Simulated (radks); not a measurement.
Results of a calculation; reference values are marked as such.
Problem. Successive ionisation energies (eV) of one element, from differences of total energies of ions in their ground configurations, starting at charge 22: 715.51, 749.39, 1309.7, 1386.8, 1465.5, 1545.7, 1627.4, 1710.6, 1795.3, 1881.4, 1968.9, 2057.8, 2334.2, 2414.7, 2495.9, 2577.5, 2659.5, 2741.7, 2967.0, 3045.7, 7124.0, 7352.4. Code: a radial shooting solver on a logarithmic mesh with Libxc functionals. Model: scalar-relativistic Kohn-Sham, PBE, spin-unpolarised, spherical densities, point nucleus. Which element is it?

Solution. Tellurium (Z = 52). The first species listed is Te22+ in [Ar] 3d10 4s2, the last Te43+ in [He] 2s2 2p5.
